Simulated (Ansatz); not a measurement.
System: GeF2 (charge 0, triplet). This is an excited triplet: at this geometry the singlet lies 3.30 eV lower at RI-MP2/CBS(aug-cc-pVTZ,aug-cc-pVQZ)+[CCSD(T)-MP2]/aug-cc-pVTZ. SMILES: [Ge]([F])[F]
Geometry from a B3LYP-D3(BJ)/def2-TZVP (Ansatz, a first-principles code) optimisation:
```
Ge
F 1 1.7555
F 1 1.7555 2 114.30
```
Charge 0, spin multiplicity 3.

Parts of the frozen-core correlation energy in cc-pVQZ (Ansatz, hartree). Frozen orbitals: 16; correlated occupied orbitals by spin: 10 and 8; virtual: 152 and 154. UHF or UKS for open shells. Spin-orbit coupling is left out. Non-relativistic.

| term | value |
|---|---|
| reference (HF) | -2274.36390 |
| MP2 opposite-spin | [?] |
| MP2 same-spin | [?] |
| CCSD correlation | -0.62916 |
| (T) | [?] |
| T1 diagnostic | 0.017 |
| largest doubles amplitude | 0.018 |
| <S^2> of the reference | 2.008 |

Problem. Some entries are withheld; supply them.

Solution. 
- MP2 opposite-spin, value: -0.46802
- MP2 same-spin, value: -0.16483
- (T), value: -0.02222
